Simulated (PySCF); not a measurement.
Compound: C10H8BrClN2.
SMILES with atom numbers: `[CH3:1][n:2]1[n:3][c:4](-[c:5]2[cH:6][cH:7][c:8]([Br:9])[cH:10][cH:11]2)[cH:12][c:13]1[Cl:14]` (hydrogens: H15, H16, H17 on C1; H18 on C6; H19 on C7; H20 on C10; H21 on C11; H22 on C12)

Method: PySCF, PBE0-D3(BJ)/def2-SVP geometry optimisation, gas phase; density fitting, grid level 1; the optimiser is geomeTRIC in internal coordinates, started from a GFN2-xTB structure with every atom displaced at random (about 0.01 Å).

Step 0: E = -95999.4767 eV
```
atom  x, y, z in Å  |  force x, y, z in eV/Å
C1      5.3645    0.7131   -1.1256   -1.597   1.506  -0.216
N2      4.1678   -0.0935   -1.1320    0.118   0.671   0.047
N3      2.9445    0.4287   -0.9956    1.561   1.579   0.140
C4      2.1305   -0.5749   -1.0345   -2.922  -0.757   0.062
C5      0.6647   -0.3585   -0.9138    0.606   0.442   0.179
C6      0.1800    0.9515   -0.7352    0.794  -0.853  -0.160
C7     -1.1597    1.1844   -0.6083   -0.538   0.422   0.029
C8     -2.0352    0.1238   -0.6595   -1.454  -0.278   0.229
Br9    -3.9235    0.4435   -0.4621    0.589  -0.057  -0.089
C10    -1.5995   -1.1809   -0.8129   -0.584   0.038  -0.042
C11    -0.2492   -1.4118   -0.9377    0.565   0.210  -0.177
C12     2.7903   -1.7969   -1.2042   -1.013  -1.212  -0.189
C13     4.0806   -1.4226   -1.2775    2.158  -0.703  -0.034
Cl14    5.5021   -2.3702   -1.4626   -0.152   0.068  -0.017
H15     5.8759    0.6298   -2.0746    0.439  -0.106  -0.471
H16     6.0102    0.4713   -0.3059    0.637  -0.387   0.711
H17     5.0163    1.7774   -1.0007    0.302  -0.898  -0.116
H18     0.8824    1.7653   -0.6945    0.410   0.412  -0.004
H19    -1.5432    2.1832   -0.4744   -0.124   0.474   0.067
H20    -2.3229   -1.9917   -0.8519   -0.036  -0.139   0.023
H21     0.0946   -2.4197   -1.0872    0.225  -0.595  -0.023
H22     2.3961   -2.8081   -1.2965    0.015   0.161   0.052
```

Step 1: E = -95999.6849 eV
```
atom  x, y, z in Å  |  force x, y, z in eV/Å
C1      5.3426    0.7472   -1.1514    0.311  -0.109   0.122
N2      4.1814   -0.1000   -1.1319   -0.024   0.016   0.007
N3      2.9733    0.4260   -0.9660   -0.303  -0.276  -0.041
C4      2.1073   -0.5975   -1.0049    0.396   0.321   0.047
C5      0.6682   -0.3590   -0.8681   -0.051  -0.075  -0.040
C6      0.1826    0.9429   -0.6868    0.004   0.124   0.045
C7     -1.1802    1.1931   -0.5797    0.052  -0.035   0.016
C8     -2.0805    0.1292   -0.6546    0.219   0.052  -0.092
Br9    -3.9213    0.4693   -0.5731   -0.280   0.030   0.063
C10    -1.6226   -1.1741   -0.8286    0.042  -0.051   0.002
C11    -0.2551   -1.4102   -0.9340    0.000  -0.037   0.005
C12     2.7965   -1.8185   -1.1953    0.171  -0.027   0.009
C13     4.1282   -1.4482   -1.2691   -0.204  -0.055  -0.066
Cl14    5.5344   -2.3877   -1.5245   -0.123   0.123   0.058
H15     5.9118    0.6083   -2.0837   -0.023  -0.018   0.050
H16     6.0056    0.5268   -0.2917   -0.141   0.084  -0.194
H17     4.9853    1.7797   -1.0943   -0.008   0.026   0.042
H18     0.8980    1.7673   -0.6330   -0.028  -0.043  -0.009
H19    -1.5491    2.2111   -0.4410    0.012  -0.009  -0.013
H20    -2.3335   -1.9993   -0.8887   -0.003  -0.011  -0.004
H21     0.0908   -2.4369   -1.0796   -0.004   0.039   0.014
H22     2.4032   -2.8260   -1.2672   -0.015  -0.068  -0.019
```

Step 2: E = -95999.6884 eV
```
atom  x, y, z in Å  |  force x, y, z in eV/Å
C1      5.3599    0.7359   -1.1332   -0.055   0.069  -0.001
N2      4.1741   -0.0815   -1.1371   -0.091  -0.261  -0.075
N3      2.9589    0.4356   -0.9958   -0.103  -0.005   0.090
C4      2.1053   -0.5922   -1.0329   -0.013   0.261  -0.012
C5      0.6650   -0.3551   -0.8958   -0.025  -0.018  -0.022
C6      0.1812    0.9486   -0.7152   -0.057  -0.055  -0.001
C7     -1.1812    1.1904   -0.5921   -0.094   0.074   0.021
C8     -2.0839    0.1270   -0.6483    0.072  -0.033  -0.010
Br9    -3.9393    0.4482   -0.4901    0.085   0.011   0.001
C10    -1.6227   -1.1768   -0.8228   -0.045  -0.002   0.008
C11    -0.2563   -1.4087   -0.9454    0.009   0.013   0.004
C12     2.7897   -1.8178   -1.2171    0.141   0.194   0.052
C13     4.1118   -1.4279   -1.2758    0.163  -0.240  -0.034
Cl14    5.5265   -2.3553   -1.4892    0.057  -0.051  -0.001
H15     5.9423    0.5803   -2.0529   -0.019  -0.004   0.005
H16     5.9979    0.5041   -0.2666   -0.036   0.002  -0.009
H17     5.0281    1.7781   -1.0791    0.002   0.014   0.010
H18     0.8944    1.7736   -0.6730   -0.007  -0.008  -0.003
H19    -1.5496    2.2077   -0.4500   -0.003   0.012  -0.006
H20    -2.3305   -2.0064   -0.8624    0.002  -0.001  -0.006
H21     0.0921   -2.4344   -1.0834    0.001   0.001  -0.001
H22     2.4034   -2.8303   -1.2889    0.015   0.027  -0.010
```

Step 3: E = -95999.6936 eV
```
atom  x, y, z in Å  |  force x, y, z in eV/Å
C1      5.3603    0.7295   -1.1296   -0.063   0.031  -0.060
N2      4.1804   -0.0969   -1.1404    0.136   0.169  -0.018
N3      2.9725    0.4399   -0.9972    0.005  -0.032   0.028
C4      2.1087   -0.5736   -1.0383   -0.010  -0.034  -0.018
C5      0.6655   -0.3428   -0.9060   -0.001   0.032   0.008
C6      0.1696    0.9569   -0.7244    0.050  -0.021  -0.020
C7     -1.1925    1.1952   -0.5957   -0.040  -0.040  -0.003
C8     -2.0825    0.1215   -0.6477   -0.070  -0.004   0.041
Br9    -3.9399    0.4350   -0.4560    0.130  -0.027  -0.030
C10    -1.6151   -1.1802   -0.8248   -0.055   0.037   0.009
C11    -0.2478   -1.4030   -0.9530   -0.001   0.013   0.002
C12     2.7904   -1.8028   -1.2185   -0.107  -0.187   0.001
C13     4.1186   -1.4436   -1.2787   -0.063   0.060   0.035
Cl14    5.5242   -2.3862   -1.4786    0.009  -0.001  -0.005
H15     5.9467    0.5791   -2.0467    0.010   0.006  -0.018
H16     5.9936    0.5015   -0.2627    0.045  -0.027   0.077
H17     5.0211    1.7698   -1.0721    0.004  -0.022  -0.009
H18     0.8779    1.7852   -0.6850    0.022   0.025   0.000
H19    -1.5671    2.2100   -0.4522    0.000  -0.001  -0.003
H20    -2.3175   -2.0147   -0.8592    0.001   0.010  -0.003
H21     0.1080   -2.4259   -1.0894   -0.002  -0.012  -0.006
H22     2.3919   -2.8108   -1.2914    0.000   0.025  -0.006
```

**Question.** Estimate the geometry and energy of step 4. (The exact step hangs on the optimiser's Hessian estimate; all steps are aligned on step 3, rigid shifts and turns removed.)

**Answer.** E = -95999.6952 eV, largest force 0.082 eV/Å
```
atom  x, y, z in Å  |  force x, y, z in eV/Å
C1      5.3473    0.7422   -1.1348    0.020  -0.023   0.012
N2      4.1759   -0.0952   -1.1370    0.032   0.024   0.020
N3      2.9644    0.4291   -0.9823   -0.018  -0.060  -0.053
C4      2.1078   -0.5915   -1.0291   -0.013   0.020   0.032
C5      0.6657   -0.3568   -0.8983    0.010  -0.006   0.007
C6      0.1828    0.9473   -0.7179   -0.026   0.007   0.000
C7     -1.1785    1.1944   -0.5929    0.030  -0.015  -0.003
C8     -2.0756    0.1276   -0.6479   -0.017   0.020   0.001
Br9    -3.9239    0.4606   -0.4808   -0.048  -0.004   0.003
C10    -1.6216   -1.1775   -0.8254    0.017   0.017   0.001
C11    -0.2554   -1.4103   -0.9496    0.012  -0.002   0.002
C12     2.7942   -1.8181   -1.2120    0.015   0.026  -0.003
C13     4.1201   -1.4433   -1.2745   -0.011   0.001  -0.013
Cl14    5.5326   -2.3747   -1.4879    0.000   0.005   0.001
H15     5.9287    0.5993   -2.0570    0.000  -0.002   0.001
H16     5.9895    0.5174   -0.2702    0.004   0.005  -0.002
H17     4.9986    1.7785   -1.0744   -0.003  -0.003   0.001
H18     0.8983    1.7705   -0.6771   -0.001  -0.007  -0.001
H19    -1.5470    2.2121   -0.4528   -0.001  -0.004  -0.001
H20    -2.3318   -2.0048   -0.8668    0.000   0.004   0.000
H21     0.0925   -2.4359   -1.0892    0.005   0.000   0.000
H22     2.4025   -2.8275   -1.2894   -0.004  -0.002  -0.004
```

The energy changes by -0.0016 eV. The first-order estimate −F·Δx gives -0.0053 eV and the mean of the old and new forces, exact on a quadratic surface, -0.0017 eV. The step makes an angle of 82° with the force vector and moves no atom by more than 0.039 Å.

The cost below is that of the whole optimisation. On Arm Neoverse V1, one thread, no GPU, on a shared host, this took 8.4 min and 1.8 GiB of memory at its peak.
